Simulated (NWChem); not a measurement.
CH$_{7}$Si$_{2}$ cation

```xyz
10

Si     0.1591    -1.5942    -0.0001
C     -0.8630    -0.1290    -0.0009
Si     0.2061     1.5322     0.0039
H      0.6456    -2.1920     1.2639
H      0.6524    -2.1889    -1.2629
H     -1.4807    -0.0589    -0.9129
H     -1.4849    -0.0614     0.9085
H     -0.8192     2.6044     0.0094
H      1.0406     1.5187    -1.2261
H      1.0442     1.5100     1.2313
```
Atoms are numbered in this order, from 1.

Results from NWChem. Pople sets run with spherical d functions. Structure relaxed at the PBE0/def2-SVP level. Level: M06-2X/6-31G* with SMD (1 M gas to 1 M solution), gas-phase geometry. Reactions with the solvent are ignored.

Problem. Among these, which solvent gives the highest value of “solvation free energy (kcal/mol)”?
(A) cyclohexane
(B) water
(C) dimethyl sulfoxide
(D) anisole

Solution. A, cyclohexane. Values: dimethyl sulfoxide -55.9; water -54.1; anisole -44.4; cyclohexane -29.6
